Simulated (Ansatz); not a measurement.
Ideal-gas functions of H$_{5}$InN$_{2}$, SMILES `[NH2][InH][NH2]` at 500 K and 1 bar, from an Ansatz frequency run at PBE0-D4/def2-TZVP.

Molar mass 147.87 g/mol, point group C2 (symmetry number 2), electronic degeneracy 1, moments of inertia 39.631, 97.888, 136.916 u Å². Harmonic wavenumbers (cm⁻¹, unscaled): 132, 279, 281, 305, 331, 431, 450, 608, 614, 721, 764, 1551, 1559, 1872, 3583, 3584, 3686, 3687.

Use S(trans) = R[1.5 ln M + 2.5 ln T − 1.1517]; rotational temperatures θ = 24.2544 K / I; S(rot) = R[ln(√π/σ · √(T³/θAθBθC)) + 1.5]; for each mode x = 1.438777 ν̃/T, S = R[x/(eˣ − 1) − ln(1 − e⁻ˣ)] and H = RT x/(eˣ − 1); 1 cm⁻¹ = 0.0119627 kJ/mol; R = 8.31446 J/(mol·K).

Problem. By hand: the entropy, in J/(mol·K).

Solution. Translation 181.9. Rotation: θ = 0.612, 0.2478, 0.1771 K, giving 104.0. Vibration, mode by mode: 16.41, 10.36, 10.30, 9.66, 9.03, 7.04, 6.72, 4.65, 4.59, 3.59, 3.26, 0.53, 0.52, 0.24, 0.00, 0.00, 0.00, 0.00, in all 86.9. Electronic 0.0. Sum 372.8 J/(mol·K).

Problem. By hand: H − E and G − E in kJ/mol, counted from the electronic energy.

Solution. Zero-point energy ½ × 24438 × 0.0119627 = 146.2; thermal vibration 24.0; translation, rotation and pV give 4 RT = 16.6. H − E = 186.8 kJ/mol, and G − E = 186.8 − 500 × 372.8/1000 = 0.4 kJ/mol.

Vibration gives 23 % of the entropy, 16.4 J/(mol·K) of it from the mode under 150 cm⁻¹: soft modes count most, and the harmonic formula is weakest for them. The sum counts one conformer and one mirror image; others add a mixing term.
